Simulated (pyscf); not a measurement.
•HC=CH–CH₃ → allyl (•H₂C–CH=CH₂), a hydrogen shift (doublet surface; C–H broken, C–H formed). Optimised with ωB97X-D3(BJ)/def2-SVP in PySCF. MP2 and CC: frozen core, UHF for open shells. ΔMP2 is the change of the MP2 total energy from the triple- to the quadruple-zeta basis. Energies in kJ/mol from the reactant's lowest minimum found.

AM1 to PM7: differences of heats of formation from MOPAC. Open shells are spin-unrestricted. 

Task: In single points PM3 puts the saddle at 151.8 kJ/mol and the reaction energy at -83.3 kJ/mol. Should these be trusted to within a few kcal/mol? Compare with CCSD(T)/def2-TZVPP + ΔMP2(QZVPP).

Result: CCSD(T)/def2-TZVPP + ΔMP2(QZVPP) gives ΔE‡ = 182.7 kJ/mol and ΔE = -99.9 kJ/mol. PM3 lies 30.9 kJ/mol under it in the barrier and 16.7 kJ/mol over it in the reaction energy, so on this step it does not hold to within 12.6 kJ/mol. CCSD(T)/def2-TZVPP + ΔMP2(QZVPP) has limits of its own. One saddle was located; it need not be the lowest between these sides. The CCSD(T) − MP2 part came from Ansatz, without density fitting, on the same reference. A UHF reference is spin-contaminated (<S²> up to 1.01), which harms MP2 most.
